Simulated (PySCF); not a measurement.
Correlation energy of Au (gold, neutral)

[Xe] 4f14 5d9 6s2, 2D determinant (an excited configuration). Calculation: PySCF 2.14, in def2-TZVPPD with the def2 core potential (60 electrons); scalar relativity through the core potential. Frozen: 5s2 5p6; 11 electrons correlated.

```
  level  correlation energy (mhartree)
   CCSD                        -340.44
    (T)                         -13.86
CCSD(T)                        -354.30
```

Diagnostics: T1 = 0.016, D1 = 0.0562, largest double amplitude 0.050.

Spin-orbit coupling, absent here, splits the open shell strongly.

Cost of the coupled-cluster step: about 7 core-seconds, for 11 correlated electrons.
